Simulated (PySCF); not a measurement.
# [LuH2]+: from structure and modes to constants

Level of theory: PySCF, PBE0, basis Lu def2-TZVP with ECP28, H def2-TZVP (scalar-relativistic core potentials, no spin–orbit coupling, density fitting).

The singlet minimum has C2v symmetry. Masses (u): Lu 174.94077, H 1.00782.

```xyz
3
charge 1 multiplicity 1, angstrom
Lu   -0.0128    0.0000    0.0000
H     1.1135    1.4634    0.0000
H     1.1135   -1.4634    0.0000
```

Harmonic wavenumbers (cm⁻¹): 596.3 (a1, ×1), 1694.7 (b2, ×1), 1722.4 (a1, ×1).

(1) Find the principal moments of inertia and the rotational constants. What kind of rotor is it?

(2) What is the harmonic zero-point energy?

(3) Find the vibrational entropy and heat capacity at 298.15 K.

(4) Give the standard entropy (298.15 K, 1 bar) by its translational, rotational, vibrational and spin parts, and Cp.

Answers

(1) About the centre of mass I = 2.528, 4.3164, 6.8444 u Å². With B = 16.8576/I this gives 6.668, 3.906, 2.463 cm⁻¹. The molecule is an asymmetric top with κ = -0.31.

(2) Half the sum of all 3 wavenumbers, 4013/2 = 2007 cm⁻¹, which is 24.0 kJ/mol (1 cm⁻¹ = 0.0119627 kJ/mol).

(3) With u = 1.43878 ω/T, each mode gives S = R[u/(eᵘ−1) − ln(1−e⁻ᵘ)] and C = R u² eᵘ/(eᵘ−1)².
| ω (cm⁻¹) | u | S (J/(mol K)) | C (J/(mol K)) |
| --- | --- | --- | --- |
| 596.3 | 2.878 | 1.91 | 4.35 |
| 1694.7 | 8.178 | 0.02 | 0.16 |
| 1722.4 | 8.312 | 0.02 | 0.14 |
The sums over all modes are S = 1.9 and C = 4.6 J/(mol K); the softest mode gives 98 % of the entropy.

(4) Sackur–Tetrode with M = 176.96 u gives 173.4; rotation with symmetry number 2 gives 60.7; vibration 1.9; spin R ln 1 = 0.0. The total is 236.0 J/(mol K), and Cp = 4 R + 4.6 = 37.9 J/(mol K).

Stability towards spin polarisation was not tested. Only a few start shapes were tried, so a lower isomer may exist.
